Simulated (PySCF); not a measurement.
# Spin states and ions at one geometry of HgF2(H2O)2

PySCF 2.14.0, RKS PBE, Hg def2-SVP with ECP60, F def2-SVP, O def2-SVP, H def2-SVP; non-relativistic Hamiltonian with scalar-relativistic core potentials where named; density fitting; no spin-orbit coupling; singlets restricted, open shells unrestricted. The geometry is relaxed for charge 0, singlet, vacuum:

```xyz
9

Hg    0.1422    0.0000    0.0000
F     0.1973    1.9175    0.5480
O    -1.4272   -1.5574    1.5268
H    -0.9644   -1.8000    2.3512
H    -1.0198   -2.1532    0.8511
F     0.1973   -1.9175   -0.5480
O    -1.4272    1.5574   -1.5268
H    -1.0198    2.1532   -0.8511
H    -0.9644    1.8000   -2.3512
```

Energies count from the relaxed state; an electron taken off or put on is at rest in vacuum. Charges and spins are Mulliken's.

```
                     state  energy (eV)  spin squared  charge on Hg1 (e)  spin on Hg1 (e)  dipole about the centre of mass (D)
 charge 0, singlet, vacuum         0.00          0.00               0.59             0.00                                 1.45
charge +1, doublet, vacuum        10.09          0.75               0.80             0.09                                 1.44
charge -1, doublet, vacuum         0.00          0.75              -0.05             0.64                                 0.51
```

What does the state charge 0, triplet, vacuum give?

energy (eV) 4.09, spin squared 2.00, charge on Hg1 (e) 0.26, spin on Hg1 (e) 0.88, dipole about the centre of mass (D) 0.74.

With an electron taken off (doublet) the charges change, summed by element, by Hg +0.21 e, F +0.19 e, O +0.36 e, H +0.23 e. The vertical ionisation energy is 10.09 eV, against −ε(HOMO) = 6.94 eV of the relaxed state. The level lies 3.1 eV too high, as is usual for semilocal functionals and global hybrids, which keep a self-interaction error.

With an electron put on (doublet) the charges change, summed by element, by Hg -0.63 e, F -0.14 e, O -0.01 e, H -0.22 e. The vertical electron affinity is 0.00 eV, against −ε(LUMO) = 3.11 eV of the relaxed state. The basis has no diffuse functions, which an added electron needs. The added electron's level lies above zero.

Open shells may have lower solutions than those found. Hard to converge, so the more doubtful: charge 0, triplet, vacuum.
